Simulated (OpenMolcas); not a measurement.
## Co3+: moving or changing the point charges

Co3+ among 6 point charges of -2 e arranged as a trigonal prism (D3h), 2.09 Å from the ion, with a polar angle of 57.0° against the regular 49.1°.
```
   1.7519    0.0000    1.1396  -2.00
  -0.8760    1.5172    1.1396  -2.00
  -0.8760   -1.5172    1.1396  -2.00
   1.7519    0.0000   -1.1396  -2.00
  -0.8760    1.5172   -1.1396  -2.00
  -0.8760   -1.5172   -1.1396  -2.00
```

```json
{"Program": "OpenMolcas", "Method": "CASSCF", "Basis": "ANO-RCC-VDZP [5s4p2d1f]", "Scalar Hamiltonian": "DKH2, point nucleus", "Active space": "6 electrons in 5 orbitals (3d)", "State averaging": "2S+1 = 5 even, 5 roots; 2S+1 = 3 even, 45 roots; 2S+1 = 1 even, 50 roots", "Spin-orbit coupling": "RASSI with atomic mean-field integrals over the reference wave functions"}
```

Runs around this geometry, states (labels of D3, the rotations of D3h). Energies in cm-1 above the lowest state or level, χT in cm3 K/mol.

| R (Å) | q (e) | Polar angle / regular | Ground state | First state of that spin | First gap with spin-orbit (degeneracies) | χT at 300 K | First state of another spin |
| --- | --- | --- | --- | --- | --- | --- | --- |
| 2.09 | -1.3 | 1.16 | 5A1 | 5E 1529 | 33.0 (1, 2) | 4.361 | 3E 26139 |
| 1.92 | -2 | 1.16 | 5A1 | 5E 3346 | 20.7 (1, 2) | 3.618 | 3E 25594 |
| 2.09 | -2 | 1.16 | 5A1 | 5E 2382 | 27.3 (1, 2) | 3.930 | 3A2 26325 |
| 2.31 | -2 | 1.16 | 5A1 | 5E 1519 | 33.2 (1, 2) | 4.362 | 3E 26179 |
| 2.09 | -2 | 1.25 | 5A1 | 5E 2905 | 24.4 (1, 2) | 3.760 | 3E 27031 |

Taking the first state of the same spin as R^-n, n = -ln(1519 / 3346) / ln(2.31 / 1.92) = 4.3 between the shortest and longest distance.

Scaling the charges by -1.3 / -2 = 0.65 scales the first state of the same spin by 1529 / 2382 = 0.64; with fixed orbitals a first-order splitting would follow the charge.

Without dynamic correlation the repulsion within the d shell is too large (B by tens of per cent), so at a given field states of lower spin stand too high. Point charges give a weaker field than real ligands, and real ions of this kind are often low spin; the high spin found here belongs to the model. The ground term spreads over less than 5000 cm-1, several times less than with real ligands, so orbital moments are less quenched and χT lies further from the spin-only value than at real sites (holds for R = 2.09, q = -1.3, ratio = 1.16; R = 1.92, q = -2, ratio = 1.16; R = 2.09, q = -2, ratio = 1.16; R = 2.31, q = -2, ratio = 1.16). This is an electrostatic model: the charges have no orbitals. No measured value stands beside these numbers.
